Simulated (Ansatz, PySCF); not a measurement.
Molecule: sum formula Si$_{2}$H$_{4}$Cl$_{2}$ (charge 0, singlet). 
Structure (B3LYP-D3(BJ)/def2-TZVP (Ansatz, a program for electronic structure) minimum search):
```
Si
H 1 1.4755
Cl 1 2.0657 2 107.04
Cl 1 2.0657 2 107.04 3 117.01
Si 1 2.3385 2 115.26 4 121.49
H 5 1.4797 1 108.47 2 -180.00
H 5 1.4813 6 110.05 1 -119.48
H 5 1.4813 6 110.05 7 -121.04
```

PBE beside other levels, property by property. Valence correlation only, unless marked. UHF or UKS for open shells. No spin-orbit coupling. No relativistic terms. CBS(X,Y): correlation extrapolated as X^-3; Hartree-Fock from the larger set. [CCSD(T)-MP2]/basis is that difference in the basis named. Rows marked 298 K are enthalpies with B3LYP-D3(BJ) harmonic zero-point and thermal terms from PySCF. Atomisation energies are electronic, to ground-state atoms; the column to compare with has the core term from cc-pwCVTZ added, other frozen-core levels have none. Vertical energies are electronic, to the SCF solution reached for that spin. The coupled-cluster column (Ansatz) is a level with limits of its own: (a) RI-MP2/CBS(aug-cc-pV(T+d)Z,aug-cc-pV(Q+d)Z)+[CCSD(T)-MP2]/aug-cc-pV(T+d)Z; (b) CCSD(T)/CBS(aug-cc-pV(T+d)Z,aug-cc-pV(Q+d)Z).

```json
[
 {"property": "H-Si bond dissociation enthalpy, 298 K, to [SiH3][Si](Cl)Cl + H atom (kcal/mol)", "r2SCAN-D4/def2-TZVPD (Ansatz + dftd4)": "83.1", "wB97M-V/def2-TZVPD (Ansatz)": "88.0", "RI-MP2/CBS(aug-cc-pV(T+d)Z,aug-cc-pV(Q+d)Z) (Ansatz)": "87.6", "coupled cluster": "89.0 (b)"},
 {"property": "atomisation energy (kcal/mol)", "r2SCAN-D4/def2-TZVPD (Ansatz + dftd4)": "568.1", "wB97M-V/def2-TZVPD (Ansatz)": "567.0", "RI-MP2/CBS(aug-cc-pV(T+d)Z,aug-cc-pV(Q+d)Z) (Ansatz)": "573.1", "coupled cluster": "569.6 (b)"},
 {"property": "vertical ionisation energy to the doublet (eV)", "r2SCAN-D4/def2-TZVPD (Ansatz + dftd4)": "10.03", "wB97M-V/def2-TZVPD (Ansatz)": "10.41", "RI-MP2/CBS(aug-cc-pV(T+d)Z,aug-cc-pV(Q+d)Z) (Ansatz)": "10.69", "coupled cluster": "10.61 (a)"},
 {"property": "Si-Si bond dissociation enthalpy, 298 K, to [SiH3] (SiH3) + Cl[SiH]Cl (kcal/mol)", "r2SCAN-D4/def2-TZVPD (Ansatz + dftd4)": "69.9", "wB97M-V/def2-TZVPD (Ansatz)": "76.9", "RI-MP2/CBS(aug-cc-pV(T+d)Z,aug-cc-pV(Q+d)Z) (Ansatz)": "78.0", "coupled cluster": "77.4 (a)"},
 {"property": "vertical triplet-singlet gap (eV)", "r2SCAN-D4/def2-TZVPD (Ansatz + dftd4)": "5.40", "wB97M-V/def2-TZVPD (Ansatz)": "6.00", "RI-MP2/CBS(aug-cc-pV(T+d)Z,aug-cc-pV(Q+d)Z) (Ansatz)": "6.19", "coupled cluster": "6.04 (a)"}
]
```

**Question.** What does PBE/def2-TZVPD (Ansatz) give for each property, and on which side of coupled cluster does it fall?

**Answer.** 
- H-Si bond dissociation enthalpy, 298 K, to [SiH3][Si](Cl)Cl + H atom: PBE lies 8.4 kcal/mol below coupled cluster; PBE gives 80.6 kcal/mol.
- atomisation energy: PBE lies 12.6 kcal/mol below coupled cluster; PBE gives 557.0 kcal/mol.
- vertical ionisation energy to the doublet: PBE lies 0.78 eV below coupled cluster; PBE gives 9.83 eV.
- Si-Si bond dissociation enthalpy, 298 K, to [SiH3] (SiH3) + Cl[SiH]Cl: PBE lies 7.4 kcal/mol below coupled cluster; PBE gives 70.0 kcal/mol.
- vertical triplet-singlet gap: PBE lies 0.84 eV below coupled cluster; PBE gives 5.20 eV.
